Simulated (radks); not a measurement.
Question: These are the eigenvalues of the occupied orbitals of an atom or ion with whole-number occupations (hartree). Calculated with a radial shooting solver on a logarithmic mesh with Libxc functionals: Dirac Kohn-Sham, LB94 model potential, spin-unpolarised, spherical densities, finite nucleus; Fermi nuclear charge, rms radius of each element as measured or else 0.836 A^(1/3) + 0.57 fm.

| orbital | eigenvalue |
|---|---|
| 1s1/2 | -2285.515 |
| 2s1/2 | -412.9619 |
| 2p1/2 | -395.6217 |
| 2p3/2 | -356.8514 |
| 3s1/2 | -117.1937 |
| 3p1/2 | -109.4801 |
| 3p3/2 | -101.2149 |
| 3d3/2 | -88.00902 |
| 3d5/2 | -86.20255 |
| 4s1/2 | -45.13867 |
| 4p1/2 | -41.95234 |
| 4p3/2 | -39.74422 |
| 4d3/2 | -34.44988 |
| 4d5/2 | -33.99757 |

Which element is it, and in what charge state? The configuration may be excited. Open shells, if any, fill j = l - 1/2 first.

Answer: Z = 70, ytterbium, charge +25: Yb25+ in [Kr] 4d9. The list shows which subshells hold electrons but not how many an open one holds; the 1s level, -2285.5 hartree, gives Z - s = 67.6 by -(Z - s)^2/2, which with screening and relativity narrows Z to a few neighbours, and the depths of the outer levels then fix element, charge and occupations together.
